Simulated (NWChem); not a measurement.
System: CH₃CuFO, doublet; SMILES C[O][Cu][F]

Excerpt of the output:

```
             Northwest Computational Chemistry Package (NWChem) 7.3.0
             --------------------------------------------------------

 CS  symmetry detected

                             Geometry "geometry" -> ""
                             -------------------------

 Output coordinates in angstroms (scale by  1.889725989 to convert to a.u.)

  No.       Tag          Charge          X              Y              Z
 ---- ---------------- ---------- -------------- -------------- --------------
    1 Cu                  29.0000     0.08443368    -0.44842375     0.00000000
    2 F                    9.0000    -0.20348417    -2.15751618     0.00000000
    3 O                    8.0000     0.44317106     1.26455521     0.00000000
    4 C                    6.0000    -0.38041280     2.37259289     0.00000000
    5 H                    1.0000    -1.04579958     2.38280151     0.88620688
    6 H                    1.0000     0.21148832     3.30433243     0.00000000
    7 H                    1.0000    -1.04579958     2.38280151    -0.88620688

 Effective nuclear repulsion energy (a.u.)     249.9970858218

      Symmetry information
      --------------------

 Group name             Cs
 Group number              2
 Group order               2
 No. of unique centers     6

                                 NWChem DFT Module
                                 -----------------

 Summary of "ao basis" -> "ao basis" (spherical)
 ------------------------------------------------------------------------------
       Tag                 Description            Shells   Functions and Types
 ---------------- ------------------------------  ------  ---------------------
 Cu                          6-31g*                 12       34   5s4p2d1f
 F                           6-31g*                  6       14   3s2p1d
 O                           6-31g*                  6       14   3s2p1d
 C                           6-31g*                  6       14   3s2p1d
 H                           6-31g*                  2        2   2s

      Symmetry analysis of basis
      --------------------------

        a'         57
        a"         25

            General Information
            -------------------
          SCF calculation type: DFT
          Wavefunction type:  spin polarized.
          No. of atoms     :     7
          No. of electrons :    55
           Alpha electrons :    28
            Beta electrons :    27
          Charge           :     0
          Spin multiplicity:     2
          Use of symmetry is: on ; symmetry adaption is: on
          Maximum number of iterations: 150
          AO basis - number of functions:    82
                     number of shells:    36
          Convergence on energy requested:  1.00D-06
          Convergence on density requested:  1.00D-05
          Convergence on gradient requested:  5.00D-04

              XC Information
              --------------
                      r^2SCAN Method XC Functional
               r^2SCAN metaGGA Exchange Functional  1.000
                     r^2SCAN Correlation Potential  1.000

             Grid Information
             ----------------
          Grid used for XC integration:  xcoarse
          Radial quadrature: Mura-Knowles
          Angular quadrature: Lebedev.
          Tag              B.-S. Rad. Rad. Pts. Rad. Cut. Ang. Pts.
          ---              ---------- --------- --------- ---------
          Cu                  1.35       75           9.0       194
          F                   0.50       21          12.0       194
          O                   0.60       21           7.0       194
          C                   0.70       21          10.0       194
          H                   0.35       21          11.0       194
          Grid pruning is: on
          Number of quadrature shells:   180
          Spatial weights used:  Erf1

      Superposition of Atomic Density Guess
      -------------------------------------

 Sum of atomic energies:       -1851.92934230

      Non-variational initial energy
      ------------------------------

 Total energy =   -1852.400514
 1-e energy   =   -3076.364422
 2-e energy   =     973.966823
 HOMO         =      -0.354111
 LUMO         =      -0.080291

   Symmetry analysis of molecular orbitals - initial alpha
   -------------------------------------------------------

  Numbering of irreducible representations:

     1 a'          2 a"

  Orbital symmetries:

     1 a'          2 a'          3 a'          4 a'          5 a"
     6 a'          7 a'          8 a'          9 a'         10 a'
    11 a'         12 a"         13 a'         14 a'         15 a'
    16 a'         17 a'         18 a"         19 a'         20 a'
    21 a"         22 a'         23 a"         24 a"         25 a'
    26 a'         27 a'         28 a"         29 a'         30 a'
    31 a"         32 a'         33 a'         34 a'         35 a"
    36 a'         37 a'         38 a"

   Symmetry analysis of molecular orbitals - initial beta
   ------------------------------------------------------

  Numbering of irreducible representations:

     1 a'          2 a"

  Orbital symmetries:

[...]

                         DFT ENERGY GRADIENTS

    atom               coordinates                        gradient
                 x          y          z           x          y          z
   1 Cu      0.159557  -0.847398   0.000000    0.002800  -0.002671   0.000000
   2 F      -0.384529  -4.077114   0.000000   -0.004253  -0.019768   0.000000
   3 O       0.837472   2.389663   0.000000   -0.005788   0.024912   0.000000
   4 C      -0.718876   4.483550   0.000000    0.009862  -0.004141   0.000000
   5 H      -1.976275   4.502842   1.674688   -0.001079  -0.000347   0.000562
   6 H       0.399655   6.244283   0.000000   -0.000463   0.002363   0.000000
   7 H      -1.976275   4.502842  -1.674688   -0.001079  -0.000347  -0.000562
```

Level: r2SCAN/6-31G* (spherical d), spin-unrestricted. The geometry was optimised at PBE0/def2-SVP, spin-unrestricted. Not confirmed as a minimum by frequencies. This spin state was assumed; another may lie lower. No stability test was run on the SCF state.

Write an input that gives this output.

Several could match; the one computed here: the input that was run:
```
start job
memory heap 200 mb stack 900 mb global 1100 mb
geometry units angstroms noautoz
  Cu     0.095216    -0.470100     0.000743
  F     -0.174045    -2.182227    -0.003082
  O      0.435238     1.246680     0.007243
  C     -0.400370     2.345676     0.004908
  H     -1.068877     2.347018     0.888888
  H      0.181328     3.283809     0.009332
  H     -1.062774     2.350244    -0.883514
end
basis spherical
  * library 6-31g*
end
dft
  odft
  mult 2
  xc r2scan
  grid xcoarse
  iterations 150
  mulliken
end
task dft gradient
```
